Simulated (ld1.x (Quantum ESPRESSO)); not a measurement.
**Which change was made? (Ge, TM)**

Ge, norm-conserving Troullier–Martins (Kleinman–Bylander form), made with ld1.x (Quantum ESPRESSO) 7.5 (PBE, scalar-relativistic). Core [Ar] 3d10, reference 4s2 4p0 (charge +2). Waves: 4s (bound): rc 1.20 bohr; 4p (bound, empty): rc 1.60 bohr. Local part: the p channel. Core correction: Bessel-smoothed model core, default radius (core density twice the valence density).

Cutoffs, loose and tight: the cutoffs (Ry, on a coarse ladder) from which the occupation-weighted sum of valence levels, in a spherical-Bessel basis at the reference potential, stays within 10 and 1 mRy of its value at 400 Ry. They do not see the model core or the augmentation charge, which bear on the density cutoff. Test errors are all-electron minus pseudo excitation energies from the reference, over the configurations 4s2 4p2; 4s2 4p1; 4s1 4p0; 4s2 4p1.5; 4s0 4p4; 4s1 4p3; 4s2 4p2.3; variants that change the core or the reference have their own tests.

The base gives: outcome: generated; cutoff, loose: 55 Ry; cutoff, tight: 200 Ry; bound ghosts: s; largest test error (meV): -104.

Question: After one change the result is: outcome: generated; cutoff, loose: 40 Ry; cutoff, tight: 90 Ry; bound ghosts: none; largest test error (meV): -105. Which change was it?
A. all radii but the core radius scaled by about 0.86 (s 1.04, p 1.38 bohr)
B. all radii but the core radius scaled by about 1.40 (s 1.68, p 2.24 bohr)
C. all radii but the core radius scaled by about 1.14 (s 1.36, p 1.82 bohr)

Answer: C. The others give: all radii but the core radius scaled by about 1.40 (s 1.68, p 2.24 bohr) → outcome: generated; cutoff, loose: 30 Ry; cutoff, tight: 45 Ry; bound ghosts: s; largest test error (meV): -100 | all radii but the core radius scaled by about 0.86 (s 1.04, p 1.38 bohr) → outcome: generated; cutoff, loose: 200 Ry; cutoff, tight: over 300 Ry; bound ghosts: s; largest test error (meV): -110.
